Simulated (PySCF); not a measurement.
SMILES C(CC)CO[SiH3] (GFN2-xTB optimised geometry):

```
18

C      3.007    -0.501    -1.272
C      1.484    -0.534    -1.285
C      0.918    -1.134     0.000
C     -0.608    -1.134     0.000
O     -1.082     0.180     0.000
Si    -2.598     0.735    -0.091
H      3.387    -0.072    -2.196
H      3.368     0.101    -0.440
H      3.410    -1.506    -1.168
H      1.140    -1.124    -2.138
H      1.093     0.478    -1.399
H      1.268    -2.161     0.120
H      1.264    -0.551     0.856
H     -0.983    -1.662    -0.886
H     -0.984    -1.657     0.889
H     -3.257     0.290    -1.324
H     -2.324     2.161    -0.060
H     -3.410     0.269     1.039
```

Computed with PBE/def2-SVP run with PySCF.

### Question
What are the frontier orbital energies and the dipole moment?

### Answer
HOMO-2 -7.75 eV, HOMO-1 -6.88 eV, HOMO -6.36 eV, LUMO -0.12 eV, LUMO+1 1.23 eV; dipole moment 0.87 D.

Meta-Löwdin charges at PBE/def2-SVP: C1 -0.30, C2 -0.17, C3 -0.17, C4 0.03, O5 -0.57, Si6 0.70, H7 0.10, H8 0.10, H9 0.09, H10 0.09, H11 0.10, H12 0.09, H13 0.10, H14 0.08, H15 0.08, H16 -0.12, H17 -0.09, H18 -0.12.
